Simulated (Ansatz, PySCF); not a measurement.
Gas-phase reaction R1 → P1 + P2, each structure at its B3LYP-D3(BJ)/def2-TZVP stationary point, reached from a drawn start (curvature not checked).
R1, F2Ti (SMILES [F][Ti][F]) (charge 0, multiplicity 3):
```
atom    x (Å)    y (Å)    z (Å)
----  -------  -------  -------
Ti     0.0023   0.0033  -0.4015
F      1.6982  -0.0057   0.2106
F     -1.7005   0.0024   0.1909
```
P1, FTi (SMILES [F][Ti]) (charge 0, multiplicity 4):
```xyz
2

Ti    -0.009    -0.019    -0.905
F      0.009     0.019     0.905
```
P2: F atom, charge 0, multiplicity 2.

| level | reaction energy (kJ/mol) | cost |
|---|---|---|
| HF/def2-TZVPP | 405.9 | - |
| HF/def2-QZVPP | 406.8 | - |
| PBE/def2-TZVPP | 645.9 | ×1 |
| BLYP/def2-TZVPP | 642.2 | ×1 |
| revPBE/def2-TZVPP | 621.2 | ×1 |
| B97M-V/def2-TZVPP | 613.7 | ×2 |
| B3LYP/def2-TZVPP | 616.2 | ×0.5 |
| PBE0/def2-TZVPP | 602.5 | ×0.5 |
| M06-2X/def2-TZVPP | 624.2 | - |
| wB97X-V/def2-TZVPP | 624.9 | ×1 |
| wB97M-V/def2-TZVPP | 617.5 | ×2 |
| MP2/def2-QZVPP | 644.8 | - |
| MP2/CBS(def2-TZVPP, def2-QZVPP) | 650.9 | - |
| CCSD(T)/CBS(def2-TZVPP, def2-QZVPP) | 624.9 | ×6 |

P less R. No zero-point or thermal terms; open shells are unrestricted; no spin–orbit coupling. The spin states of the d-block species are the ones drawn and need not be the lowest.

Frozen-core correlation throughout. CBS: X⁻³ extrapolation of the correlation energy, Hartree–Fock from the larger set.

Programs: Ansatz (a quantum-chemistry and plane-wave program) with Gaussian orbitals; PySCF for M06-2X. No computed number here is a measurement.

Costs are rough ratios of core time to PBE/def2-TZVPP (about 70 s over the structures, on one shared machine); a dash marks a level with no comparable run of its own.
